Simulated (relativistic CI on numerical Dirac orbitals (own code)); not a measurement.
Level scheme of P6+

Method of calculation: Dirac-Coulomb-Breit CI, KLI orbitals optimised for each configuration, model QED (radiative potential, 1s self-energy scaled to tabulated hydrogen-like ionisation energies), valence Slater integrals scaled by 0.9, P86 correlation estimate, and configurations built on the next ion tied to the tabulated ionisation energy (semi-empirical) (own radial code, finite nucleus).

Configurations in the expansion (outside the closed core 1s2): 2s²2p⁵, 2s²2p⁴3s, 2s²2p⁴3p, 2s²2p⁴3d, 2s²2p⁴4s, 2s2p⁶, 2p⁶3s, 2p⁶3p, 2s2p⁵3s, 2p⁶3d, 2s²2p⁴4p, 2s2p⁵3p, 2s²2p⁴4d, 2s²2p⁴4f, 2s2p⁵3d, 2s²2p³3s², 2s²2p³3s3p, 2s²2p³3p², 2s²2p³3s3d, 2s2p⁵4s, 2s2p⁵4p, 2s²2p³3p3d, 2s2p⁵4d, 2s2p⁵4f. Levels of other configurations are missing.

The lowest level is 2s²2p⁵ ²P°3/2, with 100 % of that term; Hund's rules for 2s²2p⁵ give ²P° with J = 3/2, in agreement.

```tsv
No.	Configuration	Term	J	E (cm⁻¹)	%	Landé g	jj configuration (%)
1	2s²2p⁵	²P°	3/2	0	100	1.333	2p3/2^3 (100)
2	2s²2p⁵	²P°	1/2	7232	100	0.665	2p1/2 2p3/2^4 (100)
3	2s2p⁶‡	²S	1/2	471961	99	2.001	2s (99)
4	2p⁴(3P)3s	⁴P	5/2	1261859	99	1.599	2p3/2^2 3s (72)
5	2p⁴(3P)3s	⁴P	3/2	1266208	97	1.721	2p1/2 2p3/2^3 3s (77)
6	2p⁴(3P)3s	⁴P	1/2	1268791	99	2.659	2p1/2 2p3/2^3 3s (39)
7	2p⁴(3P)3s	²P	3/2	1278867	96	1.341	2p3/2^2 3s (52)
8	2p⁴(3P)3s	²P	1/2	1283977	99	0.677	2p1/2 2p3/2^3 3s (60)
9	2p⁴(1D)3s	²D	5/2	1316303	99	1.201	2p1/2 2p3/2^3 3s (72)
10	2p⁴(1D)3s	²D	3/2	1316404	99	0.803	2p1/2 2p3/2^3 3s (74)
11	2p⁴(3P)3p	⁴P°	5/2	1355299	96	1.592	2p3/2^2 3p3/2 (45)
12	2p⁴(3P)3p	⁴P°	3/2	1356599	94	1.721	2p3/2^2 3p1/2 (47)
13	2p⁴(3P)3p	⁴P°	1/2	1358559	97	2.630	2p1/2 2p3/2^3 3p1/2 (50)
14	2p⁴(3P)3p	⁴D°	7/2	1366012	99	1.427	2p3/2^2 3p3/2 (73)
15	2p⁴(1S)3s	²S	1/2	1366600	96	2.001	2p3/2^2 3s (57)
16	2p⁴(3P)3p	⁴D°	5/2	1368320	83	1.351	2p3/2^2 3p1/2 (42)
17	2p⁴(3P)3p	⁴D°	3/2	1370589	94	1.198	2p1/2 2p3/2^3 3p1/2 (63)
18	2p⁴(3P)3p	⁴D°	1/2	1371671	99	0.018	2p3/2^4 3p1/2 (35)
19	2p⁴(3P)3p	²D°	5/2	1375196	85	1.225	2p1/2 2p3/2^3 3p3/2 (55)
20	2p⁴(3P)3p	²P°	1/2	1377492	71	1.045	2p3/2^2 3p3/2 (73)
21	2p⁴(3P)3p	²D°	3/2	1378676	68	0.967	2p1/2 2p3/2^3 3p3/2 (62)
22	2p⁴(3P)3p	²P°	3/2	1381855	61	1.277	2p1/2 2p3/2^3 3p1/2 (31)
23	2p⁴(3P)3p	⁴S°	3/2	1382824	87	1.901	2p1/2 2p3/2^3 3p3/2 (60)
24	2p⁴(3P)3p	²S°	1/2	1384111	73	1.639	2p1/2 2p3/2^3 3p3/2 (57)
25	2p⁴(1D)3p	²F°	5/2	1413198	99	0.860	2p1/2 2p3/2^3 3p1/2 (61)
26	2p⁴(1D)3p	²F°	7/2	1414229	99	1.144	2p1/2 2p3/2^3 3p3/2 (73)
27	2p⁴(1D)3p	²D°	3/2	1424699	99	0.803	2p1/2 2p3/2^3 3p3/2 (39)
28	2p⁴(1D)3p	²D°	5/2	1425309	99	1.199	2p1/2 2p3/2^3 3p3/2 (62)
29	2p⁴(1D)3p	²P°	3/2	1446269	98	1.333	2p1/2 2p3/2^3 3p1/2 (49)
30	2p⁴(1D)3p	²P°	1/2	1448753	98	0.665	2p1/2 2p3/2^3 3p3/2 (82)
```

Energies count from the lowest computed level; ° marks odd parity. Percentages are summed over parent terms; the parents shown are those of the largest component, closed shells are left out there. Filled j subshells are mostly left out of the jj labels. ‡ marks configurations that were not tied to measured data.

The mean weight of the leading LS term, summed over parents, in these 30 levels is 93 %, and that of the leading jj configuration (from the same eigenvectors) 62 %, so LS coupling describes them better.

Configurations that consist of the next ion and one excited electron were tied to the tabulated ionisation energy; Rydberg ones are usually within 1,000 to 3,000 cm⁻¹ and the lowest ones within about 6,000 (9,000 in d shells), while levels on excited terms of the next ion carry the error of that term, and the other configurations can be misplaced by 10,000 cm⁻¹ or more. Rates follow the energies as ν³ (E1, M1) or ν⁵ (E2), so rates, branching and lifetimes can be off by large factors. 13 of the 15 excited levels that our extract of the measured tables holds in this range could be paired (the sources list more); they are missed by 2176 cm⁻¹ on average and 9210 at most, and levels without a partner can miss by more.
